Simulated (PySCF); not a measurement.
Compound: C₆H₁₂O.
Geometry (GFN2-xTB, Å), atoms numbered from 1 in this order:
```xyz
19
C6H12O angstrom
C     -2.3093    1.1407    0.3855
C     -0.9904    0.6460    0.8846
C     -0.3071   -0.3890    0.4119
C     -0.7341   -1.2389   -0.7501
C      1.0057   -0.8082    1.0326
O      2.0779   -0.8241    0.1108
C      2.4432    0.4559   -0.3367
H     -2.9786    1.3254    1.2245
H     -2.1784    2.0856   -0.1436
H     -2.7805    0.4288   -0.2848
H     -0.5830    1.2080    1.7166
H     -1.4361   -2.0058   -0.4214
H      0.1381   -1.7334   -1.1724
H     -1.2098   -0.6455   -1.5268
H      1.2497   -0.1571    1.8854
H      0.9299   -1.8412    1.3877
H      1.6084    0.9620   -0.8349
H      2.7852    1.0824    0.4971
H      3.2594    0.3175   -1.0432
```

The calculation used TDDFT wB97X-D/def2-SVPD, vertical, gas phase, core orbitals frozen in the response (PySCF 2.14.0, density-fitted response routines).

What does the calculation give for the low-lying excited states?

```csv
state,E (eV),λ (nm),ν̃ (cm⁻¹),f,"main configurations (H = HOMO, L = LUMO)"
S1,6.97,178.0,56180,0.0046,"H-1→L (67%), H-1→L+1 (15%)"
S2,6.99,177.3,56400,0.028,"H→L (40%), H→L+1 (37%)"
S3,7.10,174.5,57290,0.383,"H→L+1 (50%), H→L (45%)"
S4,7.58,163.6,61120,0.029,"H-1→L+1 (60%), H-1→L+2 (20%), H-1→L (12%)"
S5,7.84,158.0,63270,0.013,"H→L+3 (44%), H→L+2 (38%), H→L+4 (9%)"
S6,8.16,152.0,65800,0.0034,"H→L+3 (36%), H→L+2 (26%), H→L+4 (21%)"
S7,8.31,149.2,67000,0.0079,"H-2→L (44%), H-2→L+1 (12%), H-3→L (11%)"
S8,8.37,148.2,67470,0.041,"H→L+4 (48%), H→L+2 (21%), H→L+8 (12%)"
```

Triplets, Tamm–Dancoff:

```csv
state,E (eV),λ (nm),"main configurations (H = HOMO, L = LUMO)"
T1,4.43,279.7,"H→L (60%), H→L+1 (30%)"
T2,6.72,184.6,"H-1→L (69%), H-1→L+1 (19%)"
T3,6.99,177.5,"H→L+1 (59%), H→L (28%)"
```

The lowest singlet comes at 178 nm (672 kJ/mol) in the vacuum ultraviolet; it is very weak; its leading configuration is HOMO-1→LUMO (67%). The most intense listed level is S3 at 7.10 eV (175 nm, f = 0.383), 0.14 eV above S1. Löwdin shares by element: HOMO carbon 79% or more (atoms not listed hold the other 21%); LUMO carbon 56% or more (atoms not listed hold the other 44%). Of the 8 states listed, 5 reach f = 0.01 and none stays under 0.0005. Orbital energies (eV): HOMO-3 -11.52, HOMO-2 -10.77, HOMO-1 -9.33, HOMO -8.81, LUMO 2.17, LUMO+1 2.30, LUMO+2 2.92. Weighted by f, the mean energy of these states is 7.27 eV. Singlets were solved by full linear response, triplets in the Tamm–Dancoff approximation.

One conformer stands for the species.
